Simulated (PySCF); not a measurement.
## Relaxation of doublet Re(OH)₂

All numbers come from UPBE0 in PySCF with Re def2-SVP with ECP60, O def2-SVP, H def2-SVP; scalar-relativistic core potentials, no spin–orbit coupling; density-fitted integrals. A (50,194) grid was used.

A hand-made bent (heavy-atom frame) start, with no symmetry imposed:

Coordinates in bohr (charge 0 multiplicity 2):
```
Re    0.0000    0.0000   -0.3297
O     3.0032    0.0000    1.7730
O    -3.0032    0.0000    1.7730
H     3.9582   -1.3897    2.4420
H    -3.9582    1.3897    2.4420
```

Optimiser trace:
| step | E − E(last) (kJ/mol) | largest gradient (Eh/bohr) |
| --- | --- | --- |
| 0 | 138.60 | 0.08107 |
| 2 | 52.53 | 0.03484 |
| 4 | 36.86 | 0.01349 |
| 6 | 33.91 | 0.02438 |
| 8 | 23.67 | 0.00975 |
| 10 | 13.16 | 0.01413 |
| 12 | 7.34 | 0.02880 |
| 14 | 2.16 | 0.01249 |
| 16 | 1.32 | 0.00708 |
| 18 | 0.93 | 0.00143 |
| 20 | 0.55 | 0.00837 |
| 22 | 0.30 | 0.00417 |
| 24 | 0.18 | 0.00293 |
| 26 | 0.08 | 0.00132 |
| 28 | 0.02 | 0.00119 |
| 30 | 0.00 | 0.00076 |
| 32 | 0.00 | 0.00022 |

It ends at D∞h with O–H 0.958 Å (×2), Re–O 1.791 Å (×2); H–O–Re 180.0° (×2), O–Re–O 180.0°. The frequency run here used a shortcut that can spoil soft modes, so no verdict on minimum or saddle point is given. Other isomers or separated fragments may lie lower.

Final geometry:
Coordinates in bohr (charge 0 multiplicity 2):
```
Re    0.0000    0.0000    0.0000
O     3.3013   -0.7453   -0.0011
O    -3.3013    0.7453    0.0011
H     5.0675   -1.1441   -0.0016
H    -5.0675    1.1441    0.0016
```

Open d and f shells are described by one determinant, and the ground state may have another occupation or spin. At this level a quartet minimum of C2 symmetry lies 9 kJ/mol below this structure. Spin–orbit coupling, left out here, can matter for elements this heavy.

The relaxation took roughly 8 core-minutes on a shared host.
